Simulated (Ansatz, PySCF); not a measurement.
Stretching the B1–H2 bond in CH5BO (SMILES BOC) (multiplicity 1 held, fragments rigid). Energies count from the point at 1.192 Å.
Geometry at that point (charge 0, multiplicity 1):
```xyz
8

B     -0.296     0.113     1.272
H     -1.184     0.527     1.952
H      0.697    -0.379     1.731
O     -0.447     0.218    -0.057
C      0.535    -0.236    -0.983
H      1.396    -0.665    -0.466
H      0.083    -0.987    -1.631
H      0.856     0.610    -1.592
```

Restricted levels (R-, RO-) in cc, def2 and unpolarised 6-31G sets keep to the state of the molecule at rest. Unrestricted levels (U-) break spin symmetry where that is lower. Active spaces are followed from a long bond inwards. Curves can end on different states.

Correlated levels freeze the cores. Rows in 6-31G* carry no dispersion term and start afresh at each structure (6-31G* with six Cartesian d functions).

Programs: Ansatz (Gaussian basis) for Hartree–Fock, density functionals and correlated methods; PySCF for 6-31G* rows. Values without a source in brackets are computed.

Energies in eV.

```csv
R (Å),R-r2SCAN/cc-pVTZ,U-B3LYP/6-31G*,U-wB97X-V/cc-pVTZ,"FIC-NEVPT4(SD) on CASSCF(2,2)/cc-pVTZ","FIC-MRCISD+Q on CASSCF(2,2)/cc-pVTZ"
0.954,1.05,1.10,1.07,1.05,1.05
1.073,0.21,0.23,0.22,0.21,0.21
1.192,0.00,0.00,0.00,0.00,0.00
1.312,0.13,0.13,0.13,0.14,0.14
1.431,0.45,0.46,0.45,0.46,0.46
1.610,1.08,1.11,1.11,1.10,1.10
1.789,1.77,1.81,1.82,1.77,1.78
2.087,2.83,2.91,2.97,2.79,2.81
2.385,3.72,3.80,3.92,3.58,3.59
2.742,4.55,4.37,4.48,4.19,4.21
3.219,5.31,4.69,4.74,4.58,4.59
3.816,5.88,4.81,4.82,4.73,4.74
```

Doubts at one or more of the structures used: a restricted determinant that unrestricted orbitals would lower (R-r2SCAN/cc-pVTZ); a spin-contaminated determinant (U-B3LYP/6-31G*, U-wB97X-V/cc-pVTZ).

Ansatz is a quantum-chemistry and plane-wave program.
